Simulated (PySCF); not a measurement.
Molecule: `[SiH3]C#C[SiH2]Cl`, C2H5ClSi2.

Geometry:
```json
{"atom": "Si1", "x (Å)": "0.497", "y (Å)": "0.638", "z (Å)": "1.436"}
{"atom": "C2", "x (Å)": "-1.329", "y (Å)": "0.463", "z (Å)": "1.304"}
{"atom": "C3", "x (Å)": "-2.544", "y (Å)": "0.347", "z (Å)": "1.216"}
{"atom": "Si4", "x (Å)": "-4.359", "y (Å)": "0.172", "z (Å)": "1.090"}
{"atom": "Cl5", "x (Å)": "-5.224", "y (Å)": "0.669", "z (Å)": "2.898"}
{"atom": "H6", "x (Å)": "0.829", "y (Å)": "2.048", "z (Å)": "1.786"}
{"atom": "H7", "x (Å)": "1.001", "y (Å)": "-0.280", "z (Å)": "2.497"}
{"atom": "H8", "x (Å)": "1.113", "y (Å)": "0.283", "z (Å)": "0.126"}
{"atom": "H9", "x (Å)": "-4.703", "y (Å)": "-1.239", "z (Å)": "0.774"}
{"atom": "H10", "x (Å)": "-4.878", "y (Å)": "1.095", "z (Å)": "0.047"}
```

Geometry PBE0-D3(BJ)/def2-SVP throughout; GIAO in PySCF, gas phase, one conformer, non-relativistic; equivalent atoms averaged; basis pcSseg-2.

For orientation, B97-2 gives these absolute shieldings σ: Si4 395.5, Si1 442.0, C2 67.8, C3 67.5, Cl5 969.9, H9/H10 26.26, H6/H7/H8 27.20 ppm.

A run gave: Si4 388.5, Si1 437.6, C2 64.8, C3 64.7, Cl5 969.6, H9/H10 26.05, H6/H7/H8 27.02 ppm (absolute shieldings σ).

Question: Which functional was used in that run?
A. PBE0
B. B3LYP
C. PBE
D. LDA
E. BHandHLYP

Answer: A. Si4 tells them apart best: PBE0 gives 388.5, BHandHLYP gives 395.0, PBE gives 373.5, B3LYP gives 376.1, LDA gives 351.0 ppm.
